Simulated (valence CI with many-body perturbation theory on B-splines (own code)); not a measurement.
**E1 line list for Cr XX**

Level of theory: relativistic CI+MBPT: three valence electrons over a frozen Dirac-Fock core [He], radial functions for each j: 11 s, 11 p, 10 d, 8 f, 5 g, 2 h, with the one-electron correlation potential Σ1 (screened to all orders), the two-electron term Σ2, the three-electron term Σ3, Breit, model QED; selected single and double excitations, second order for the rest, scaled by the run's own slope (own B-spline code, finite nucleus).

No measured levels were compared; by estimate levels of excited configurations hold to 0.05 to 0.15 % of their energy, terms of the ground configuration to about 0.5 %.

Lines 1 to 50 of 578 in falling wavelength, among levels below 1240.7 eV, chosen from the strongest by gf and those to the six lowest levels. Wavelengths and rates use the calculated energies, so an error of 600 cm⁻¹ moves a line at 4108 Å by 2.5 % and its rate by three times that or more. Electric multipoles are in the length gauge with retardation, E1 and E2 with the static RPA response of the core. Weak lines are less certain than strong ones. Lines between different terms over intervals too small for the method are left out, as are lines whose strength nearly cancels. Where a level lies close to another of its J and parity, the split of strength between their lines is uncertain. The highest levels of a list are the least certain.

Names give the largest LS component (configuration and term), which can be under half, so a name can repeat, a term be missing and a line seem to break the LS rules; names also repeat where a configuration has a term twice. Letters in brackets count levels of one name in rising energy.

```tsv
λ vac (Å)	Upper	Lower	A (s⁻¹)	S (a.u.)
4108	2s.2p.4f 2F_7/2 [a]	2s.2p.4d 2D°_5/2 [a]	6.20e+06	1.70e+00
4075	2s.2p.4f 2F_7/2 [b]	2s.2p.4d 2D°_5/2 [b]	7.00e+06	1.87e+00
3217	2s.2p.4f 4F_7/2 [b]	2s.2p.4d 4D°_5/2	1.05e+07	1.39e+00
3055	2s.2p.4f 4F_7/2 [a]	2s.2p.4d 4F°_5/2	1.56e+07	1.76e+00
3026	2s2.4f 2F°_7/2	2s2.4d 2D_5/2	1.97e+07	2.16e+00
2918	2s.2p.4f 4G_9/2	2s.2p.4d 4F°_7/2	2.12e+07	2.61e+00
2916	2s.2p.4f 4F_9/2	2s.2p.4d 4D°_7/2	1.70e+07	2.09e+00
2892	2s.2p.4f 2G_7/2 [b]	2s.2p.4d 2F°_5/2 [b]	2.10e+07	2.01e+00
2888	2s2.4f 2F°_5/2	2s2.4d 2D_3/2	2.12e+07	1.51e+00
2806	2s.2p.4f 2G_9/2 [b]	2s.2p.4d 2F°_7/2 [b]	2.46e+07	2.69e+00
2714	2s.2p.4f 4G_7/2	2s.2p.4d 4P°_5/2	1.61e+07	1.27e+00
2500	2s.2p.4f 4G_5/2	2s.2p.4d 4F°_3/2	2.94e+07	1.36e+00
2204	2s.2p.4f 4G_11/2	2s.2p.4d 4F°_9/2	5.18e+07	3.29e+00
1976	2s.2p.4d 4F°_9/2	2s.2p.4p 4D_7/2	1.09e+08	4.13e+00
1898	2s.2p.4d 4F°_7/2	2s.2p.4p 4D_5/2	1.22e+08	3.29e+00
1851	2s.2p.4d 4D°_7/2	2s.2p.4p 4P_5/2	7.80e+07	1.95e+00
1819	2s.2p.4d 2D°_5/2 [b]	2s.2p.4p 2P_3/2 [b]	1.10e+08	1.96e+00
1819	2s.2p.4d 4F°_5/2	2s.2p.4p 4D_3/2	1.32e+08	2.35e+00
1809	2s.2p.4d 2F°_7/2 [b]	2s.2p.4p 2D_5/2 [b]	1.38e+08	3.23e+00
1747	2s.2p.4d 4D°_5/2	2s.2p.4p 4P_5/2	7.97e+07	1.26e+00
1739	2s2.4d 2D_5/2	2s2.4p 2P°_3/2	1.57e+08	2.45e+00
1722	2s.2p.4d 4D°_7/2	2s.2p.4p 4D_7/2	5.64e+07	1.14e+00
1696	2s.2p.4p 4S_3/2	2s.2p.4s 2P°_3/2 [a]	8.33e+07	8.03e-01
1685	2s.2p.4d 2P°_3/2 [b]	2s.2p.4p 2S_1/2 [b]	1.11e+08	1.05e+00
1664	2s.2p.4p 4D_1/2	2s.2p.4s 4P°_1/2	1.60e+08	7.29e-01
1651	2s.2p.4d 4D°_5/2	2s.2p.4p 4P_3/2	6.29e+07	8.38e-01
1644	2s.2p.4d 2D°_3/2 [b]	2s.2p.4p 2P_1/2	1.02e+08	8.99e-01
1637	2s.2p.4d 4F°_3/2	2s.2p.4p 4D_1/2	1.50e+08	1.30e+00
1624	2s.2p.4d 2F°_5/2 [b]	2s.2p.4p 2D_3/2 [b]	1.63e+08	2.07e+00
1617	2s.2p.4d 4P°_5/2	2s.2p.4p 2P_3/2 [a]	1.46e+08	1.83e+00
1615	2s.2p.4d 2P°_1/2 [a]	2s.2p.4p 2S_1/2 [a]	1.61e+08	6.69e-01
1602	2s.2p.4d 2F°_5/2 [a]	2s.2p.4p 2D_3/2 [a]	1.86e+08	2.27e+00
1584	2s.2p.4d 2D°_5/2 [a]	2s.2p.4p 4S_3/2	1.09e+08	1.29e+00
1577	2s.2p.4p 2P_3/2 [a]	2s.2p.4s 4P°_3/2	1.15e+08	8.89e-01
1574	2s.2p.4d 4P°_3/2	2s.2p.4p 4P_3/2	8.80e+07	6.77e-01
1564	2s.2p.4p 2D_3/2 [b]	2s.2p.4s 2P°_3/2 [b]	1.02e+08	7.72e-01
1553	2s2.4d 2D_3/2	2s2.4p 2P°_1/2	1.84e+08	1.36e+00
1545	2s.2p.4d 2D°_3/2 [a]	2s.2p.4p 4P_1/2 [b]	1.06e+08	7.71e-01
1533	2s.2p.4p 2D_3/2 [b]	2s.2p.4s 2P°_1/2 [b]	1.12e+08	7.99e-01
1511	2s.2p.4d 2F°_7/2 [a]	2s.2p.4p 2D_5/2 [a]	2.20e+08	2.99e+00
1500	2s2.4p 2P°_1/2	2s2.4s 2S_1/2	2.38e+08	7.93e-01
1430	2s.2p.4p 2D_3/2 [a]	2s.2p.4s 2P°_1/2 [a]	2.09e+08	1.20e+00
1422	2s.2p.4p 2D_5/2 [b]	2s.2p.4s 2P°_3/2 [b]	2.73e+08	2.32e+00
1404	2s.2p.4p 4D_7/2	2s.2p.4s 4P°_5/2	2.88e+08	3.15e+00
1390	2s.2p.4p 4P_3/2	2s.2p.4s 4P°_5/2	1.64e+08	8.69e-01
1370	2s.2p.4p 2D_5/2 [a]	2s.2p.4s 2P°_3/2 [a]	2.71e+08	2.07e+00
1331	2s.2p.4p 4D_3/2	2s.2p.4s 4P°_1/2	2.87e+08	1.33e+00
1329	2s.2p.4p 2P_3/2 [b]	2s.2p.4s 2P°_3/2 [b]	1.84e+08	8.51e-01
1329	2s.2p.4p 4P_5/2	2s.2p.4s 4P°_5/2	2.97e+08	2.06e+00
1326	2s.2p.4p 4D_5/2	2s.2p.4s 4P°_3/2	3.51e+08	2.42e+00
```
